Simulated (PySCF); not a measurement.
## Sb⁺: interval between two levels

Sb⁺ [Kr] 4d10 5s2 5p2 [3P2, M_J = 2] → Sb⁺ [Kr] 4d10 5s1 5p3 [5S2, M_J = 2], as a difference of total energies. All numbers are calculated (PySCF 2.14, the two-component X2C-1e Hamiltonian, in x2c-TZVPall-2c with one added diffuse shell each of s, p, d, f type (9s10p6d3f, 90 functions)). Correlated levels: [Ar] 3d10 frozen; the 6 highest virtual spinors dropped. "Screened" scales the spin-orbit matrix elements by Boettger's factors to mimic the two-electron term; Breit and QED terms are absent.

| method | interval between two levels (cm⁻¹) | error (cm⁻¹) |
| --- | --- | --- |
| GHF (spin-free) | 33078 | -12987 |
| GMP2 (spin-free) | 46256 | +191 |
| GHF (screened spin-orbit) | 31718 | -14347 |
| GMP2 (screened spin-orbit) | 44690 | -1375 |

Reference: 46065 cm⁻¹ (measured; NIST Handbook of Basic Atomic Spectroscopic Data (Sansonetti and Martin, J. Phys. Chem. Ref. Data 34, 1559 (2005))).

The spin-free rows relax to the high-spin LS determinant and lack the spin-orbit shift.

Errors of the correlated levels include the incompleteness of this basis and the frozen core.

The labels give the starting determinants; with spin-orbit coupling the two ends relaxed to ⟨J²⟩ = 6.01, ⟨L²⟩ = 2.52, ⟨S²⟩ = 1.78 and ⟨J²⟩ = 6.00, ⟨L²⟩ = 0.04, ⟨S²⟩ = 5.99.
